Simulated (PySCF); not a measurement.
# Continuum solvent and chemical shifts

Mapped SMILES: `[Cl:1][K:2]`.

GIAO PBE0/pcSseg-1 in PySCF 2.14.0 with density-fitted response routines on one PBE0-D3(BJ)/def2-SVP conformer, non-relativistic, equivalent nuclei averaged. Solvents enter as an IEF-PCM continuum (methanol with ε = 32.6, acetonitrile with ε = 35.7) around the gas-phase geometry.

Gas phase, σ in ppm: Cl1 952.5, K2 1237.4. Dipole moment 9.99 D.

(1) How does each σ change in the continuum?

(2) Which nuclei move most (in ppm), and what does the model miss?

## Answers

(1) 
```json
{"atoms": "Cl1", "environment": "chlorine bonded to K", "Δσ, methanol": "+50.8", "Δσ, acetonitrile": "+51.0"}
{"atoms": "K2", "environment": "K bonded to Cl", "Δσ, methanol": "+2.6", "Δσ, acetonitrile": "+2.7"}
```

Changes are relative to the gas phase. The dipole moment becomes 11.19 D in methanol, 11.19 D in acetonitrile.

(2) Cl1 (chlorine bonded to K, +51.0 ppm) in acetonitrile. A continuum only polarises the solute; specific hydrogen bonds, the anisotropy of aromatic solvents and changes of geometry or conformer are outside it.
